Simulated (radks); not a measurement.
Q: The table gives one normalised radial function P(r) = r R(r) of F5+ in [He] 2s2 (r in bohr). Method: scalar-relativistic Kohn-Sham, PBE, spin-unpolarised, spherical densities, point nucleus; computed with a radial shooting solver on a logarithmic mesh with Libxc functionals.

r	P
0.006798	0.0988
0.008237	0.1182
0.01006	0.1419
0.01219	0.1685
0.01489	0.2006
0.01819	0.2375
0.02204	0.2775
0.02691	0.3235
0.03261	0.3711
0.03983	0.4225
0.04865	0.4729
0.05895	0.5164
0.072	0.5504
0.08724	0.5649
0.1066	0.5515
0.1301	0.4981
0.1577	0.3993
0.1926	0.2393
0.2334	0.0296
0.285	-0.2386
0.3482	-0.5348
0.4218	-0.8106
0.5152	-1.0438
0.6243	-1.1673
0.7625	-1.1556
0.9314	-1.0011
1.128	-0.7608
1.378	-0.4870
1.67	-0.2650
2.04	-0.1121
2.491	-0.0359

Which n and l does it have? It may be an empty orbital.

A: n = 2, l = 0: the number of nodes gives n - l - 1 = 1, the rise at small r (about r^(l+1)) gives l, and the extent must fit the shell. The curve is that of 2s. 2s: eigenvalue -144.17 eV, 1 radial node at r = 0.239 bohr, <r> = 0.804 bohr, 90 % of the charge inside 1.24 bohr.
